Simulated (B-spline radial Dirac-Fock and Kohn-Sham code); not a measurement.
Relativistic shifts of the levels of Ho⁴¹⁺

System: the Ho⁴¹⁺ ion, configuration [Ar] 3d8.

Both columns are ΔSCF binding energies of the configuration average from a radial B-spline solver: non-relativistic Hartree-Fock with a point nucleus, and Dirac-Fock with a finite nucleus and the Coulomb interaction alone, averaged over the two j levels with weights 2j+1.

```
shell  Hartree-Fock (eV)  Dirac-Fock (eV)  shift (eV)  shift (%)
   1s            54271.4          57952.4    +3681.06      +6.78
   2s            10480.0          11459.2     +979.20      +9.34
   2p            10080.4          10412.9     +332.57      +3.30
   3s             3738.4           3999.7     +261.29      +6.99
   3p             3561.9           3668.3     +106.41      +2.99
   3d             3260.5           3263.0       +2.48      +0.08
```

Relativity binds 1s, 2s, 2p, 3s, 3p, 3d more strongly, among those listed most of all 2s in relative terms.

Values without a named source are computed, but for edge energies of neutral atoms, which are taken from tables.
